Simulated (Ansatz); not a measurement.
`B[SiH](C)BF` + `C#CC#N` → `N#CBF` + `B[SiH](C)C#C`  (formal exchange of groups at a B–Si bond)

Isolated molecules relaxed with PBE0-D4/def2-TZVP in Ansatz; ΔE leaves out vibrations. CBS: MP2 limit from def2 TZ/QZ plus the TZ coupled-cluster correction, frozen cores. This one scheme is used for every species. Functionals use def2-TZVPP. B3LYP here is the variant with VWN-RPA as its local correlation; programs differ in this. Each species was taken in one conformer, which may not be the lowest.

(1) Is it downhill or uphill in electronic energy at CCSD(T)/CBS, and by how much? (An estimate is asked.)

(2) What do these levels give: r2SCAN-D4, PBE0-D4, B3LYP-D4, B3LYP, HF/def2-QZVPP, HF/CBS(def2)? (Best estimate.)

Largest T1 diagnostic among the species: 0.015.

Answers

(1) Ansatz gave: Downhill: ΔE = -115.8 kJ/mol.

(2) Computed: r2SCAN-D4 -93.5, PBE0-D4 -93.3, B3LYP-D4 -101.1, B3LYP -100.2, HF/def2-QZVPP -140.4, HF/CBS(def2) -140.6 kJ/mol.

From PBE to PBE0 (25 % exact exchange), in def2-TZVPP and without D4, ΔE moves by −15.1 kJ/mol. In def2-TZVPP, CCSD(T) changes the Hartree–Fock value by +24.7 kJ/mol (the triples alone add +5.1 kJ/mol) and MP2 by +22.0 kJ/mol.
